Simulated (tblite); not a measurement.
Species: C₃H₁₅BO₂Si₃.
SMILES with atom numbers: `[CH3:1][C@@H:2]([SiH2:3][CH2:4][SiH3:5])[SiH2:6][B:7]([OH:8])[OH:9]` (hydrogens: H10, H11, H12 on C1; H13 on C2; H14, H15 on Si3; H16, H17 on C4; H18, H19, H20 on Si5; H21, H22 on Si6; H23 on O8; H24 on O9)

Computed with GFN2-xTB (tblite), gas phase: L-BFGS steps from a force-field or distance-geometry start until the largest atomic force falls under 0.01 eV/Å.

Step 29: E = -780.3863 eV
```
atom  x, y, z in Å  |  force x, y, z in eV/Å
C1     -0.0196   -2.1309    1.0136    0.013  -0.086   0.000
C2     -0.4600   -0.7829    0.4514   -0.037  -0.033   0.052
Si3     0.5756   -0.2371   -1.0431    0.037  -0.002  -0.031
C4      2.4178   -0.1499   -0.5883    0.067   0.004   0.047
Si5     2.8407    1.1069    0.7656    0.010   0.027   0.019
Si6    -2.3386   -0.7225    0.0612   -0.081  -0.047  -0.005
B7     -2.5613    1.1599   -0.4372    0.069   0.078  -0.046
O8     -2.1929    2.1057    0.4643   -0.035  -0.001  -0.057
O9     -2.8479    1.4740   -1.7239   -0.028   0.005  -0.002
H10    -0.6173   -2.4005    1.8818   -0.032   0.002   0.006
H11     1.0260   -2.1331    1.3193    0.031   0.086  -0.015
H12    -0.1494   -2.9090    0.2673   -0.021  -0.064  -0.041
H13    -0.3126   -0.0308    1.2313    0.053   0.037   0.063
H14     0.1911    1.1058   -1.5116   -0.030  -0.006   0.011
H15     0.3849   -1.1765   -2.1563    0.004  -0.038  -0.044
H16     2.9947    0.0890   -1.4811   -0.026   0.002  -0.016
H17     2.7534   -1.1361   -0.2731    0.029  -0.040   0.001
H18     2.2117    0.7445    2.0384    0.016  -0.010  -0.006
H19     2.3732    2.4385    0.3647    0.013   0.008   0.008
H20     4.2959    1.1635    0.9628   -0.027  -0.007  -0.003
H21    -3.0480   -1.2634    1.2462    0.042   0.072  -0.059
H22    -2.6272   -1.7038   -1.0066    0.025   0.031   0.052
H23    -2.1320    3.0132    0.1520   -0.039   0.003   0.051
H24    -2.7700    2.3953   -1.9910   -0.053  -0.022   0.017
```

Step 30: E = -780.3887 eV
```
atom  x, y, z in Å  |  force x, y, z in eV/Å
C1     -0.0189   -2.1359    1.0148    0.012  -0.048  -0.014
C2     -0.4597   -0.7857    0.4523   -0.026  -0.039   0.043
Si3     0.5773   -0.2400   -1.0439    0.006  -0.006  -0.014
C4      2.4192   -0.1489   -0.5865    0.055  -0.015   0.023
Si5     2.8417    1.1088    0.7670    0.008   0.011   0.010
Si6    -2.3387   -0.7178    0.0607   -0.059  -0.069   0.000
B7     -2.5660    1.1640   -0.4413    0.092   0.041  -0.042
O8     -2.1962    2.1077    0.4608   -0.034   0.024  -0.042
O9     -2.8518    1.4793   -1.7278   -0.032   0.030  -0.007
H10    -0.6176   -2.4055    1.8840    0.011   0.015  -0.028
H11     1.0289   -2.1310    1.3169   -0.018   0.061  -0.001
H12    -0.1460   -2.9169    0.2693   -0.026  -0.020  -0.019
H13    -0.3100   -0.0335    1.2331    0.052   0.011   0.041
H14     0.1886    1.1035   -1.5104   -0.022  -0.020   0.013
H15     0.3845   -1.1787   -2.1593    0.014  -0.021  -0.019
H16     2.9961    0.0862   -1.4797   -0.020   0.037  -0.035
H17     2.7564   -1.1358   -0.2765    0.023  -0.050   0.038
H18     2.2125    0.7448    2.0393    0.017  -0.009  -0.004
H19     2.3733    2.4404    0.3669    0.017   0.004   0.008
H20     4.2973    1.1624    0.9629   -0.029  -0.001  -0.001
H21    -3.0478   -1.2602    1.2447    0.034   0.079  -0.047
H22    -2.6247   -1.7060   -1.0006    0.018   0.032   0.032
H23    -2.1361    3.0166    0.1520   -0.039  -0.005   0.050
H24    -2.7741    2.4022   -1.9910   -0.056  -0.043   0.016
```

**Question.** Estimate the geometry and energy of step 31. (The exact step hangs on the optimiser's Hessian estimate; all steps are aligned on step 30, rigid shifts and turns removed.)

**Answer.** E = -780.3905 eV, largest force 0.094 eV/Å
```
atom  x, y, z in Å  |  force x, y, z in eV/Å
C1     -0.0177   -2.1410    1.0157    0.002   0.002  -0.025
C2     -0.4594   -0.7888    0.4541   -0.008  -0.026   0.018
Si3     0.5789   -0.2423   -1.0444   -0.018  -0.019   0.014
C4      2.4212   -0.1484   -0.5847    0.027  -0.033  -0.006
Si5     2.8424    1.1104    0.7683    0.003  -0.006  -0.001
Si6    -2.3388   -0.7153    0.0595   -0.009  -0.043   0.001
B7     -2.5669    1.1667   -0.4456    0.087  -0.007  -0.035
O8     -2.1997    2.1095    0.4572   -0.022   0.039  -0.017
O9     -2.8553    1.4838   -1.7306   -0.029   0.038  -0.015
H10    -0.6175   -2.4092    1.8854    0.041   0.013  -0.045
H11     1.0313   -2.1288    1.3154   -0.050   0.030   0.007
H12    -0.1436   -2.9240    0.2705   -0.022   0.016   0.003
H13    -0.3069   -0.0356    1.2354    0.043  -0.028   0.012
H14     0.1861    1.1015   -1.5091   -0.014  -0.031   0.015
H15     0.3846   -1.1810   -2.1616    0.022  -0.004   0.003
H16     2.9965    0.0851   -1.4792   -0.012   0.053  -0.035
H17     2.7587   -1.1364   -0.2780    0.023  -0.041   0.056
H18     2.2134    0.7447    2.0399    0.015  -0.007   0.001
H19     2.3737    2.4420    0.3687    0.018   0.003   0.007
H20     4.2977    1.1609    0.9624   -0.018   0.005   0.003
H21    -3.0472   -1.2542    1.2424    0.011   0.069  -0.012
H22    -2.6231   -1.7073   -0.9960    0.009   0.016   0.003
H23    -2.1416    3.0190    0.1500   -0.039   0.003   0.048
H24    -2.7785    2.4085   -1.9878   -0.060  -0.044   0.001
```

The energy changes by -0.0019 eV. The first-order estimate −F·Δx gives -0.0026 eV and the mean of the old and new forces, exact on a quadratic surface, -0.0019 eV. The step makes an angle of 65° with the force vector and moves no atom by more than 0.008 Å.

The cost below is that of the whole relaxation. The run took 3.2 s wall on one thread, Arm Neoverse N1 (aarch64), shared host with 64 logical CPUs at a one-minute load of 59.
